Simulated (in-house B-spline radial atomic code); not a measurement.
What moves the levels of the carbon ion C⁴⁺ (1s2)? Method: Dirac-Hartree-Fock, average of configuration, Fermi nucleus of rms radius 2.4702 fm. Calculated with an all-electron radial atomic-structure program (B-spline basis).

Baseline run (computed): total energy -32.3760 hartree, 1s1/2 at -14.42314 hartree.

Scaling the speed of light c (a factor of 100 is close to the non-relativistic limit):

| c/c0 | ΔE (hartree) | 1s1/2 level (eV) | 1s1/2 <r> (bohr) |
| --- | --- | --- | --- |
| 0.9 | -0.0034747 | -392.513 | 0.2666 |
| 0.98 | -0.00061068 | -392.481 | 0.2666 |
| 1.02 | 0.00057507 | -392.467 | 0.2666 |
| 2 | 0.0111 | -392.346 | 0.2667 |
| 100 | 0.014795 | -392.304 | 0.2668 |

**Question.** The nuclear charge is raised by 0.1. What does the Hellmann-Feynman theorem predict for the energy, and what is found?

**Answer.** dE/dZ ≈ -Σ<1/r>, which is -11.3852 at the start and -11.5858 at the end; their mean times 0.1 is -1.1485 hartree, and the two runs differ by -1.1485 hartree.
